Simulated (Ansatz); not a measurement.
Consider the cleavage of the Ge–Si bond: `F[Si]1([GeH3])CS1` + `OCS` → `OC[S][GeH3]` + `F[SiH]1CS1`.

Gas-phase electronic energies from Ansatz, PBE0-D4/def2-TZVP geometries. CBS: MP2 limit from def2 TZ/QZ plus the TZ coupled-cluster correction, frozen cores. Functionals use def2-TZVPP. For Ge outer-core shells are correlated without core-valence functions, which leaves a few kJ/mol of doubt a bond. Scalar relativity is left out up to krypton. Each species was taken in one conformer, which may not be the lowest.

Q: Is it downhill or uphill in electronic energy at CCSD(T)/CBS, and by how much? (Estimate.)

A: Computed: Downhill: ΔE = -6.7 kcal/mol.

Q: What do these levels give: ωB97M-V, PBE0, SCS-MP2/def2-TZVPP, CCSD(T)/def2-TZVPP, HF/def2-QZVPP, MP2/def2-QZVPP? (Estimate.)

A: Computed: ωB97M-V -6.8, PBE0 -5.7, SCS-MP2/def2-TZVPP -7.9, CCSD(T)/def2-TZVPP -6.7, HF/def2-QZVPP -8.8, MP2/def2-QZVPP -7.8 kcal/mol.

Largest T1 diagnostic among the species: 0.013.

In def2-TZVPP, CCSD(T) changes the Hartree–Fock value by +2.1 kcal/mol (the triples alone add −0.1 kcal/mol) and MP2 by +1.0 kcal/mol.
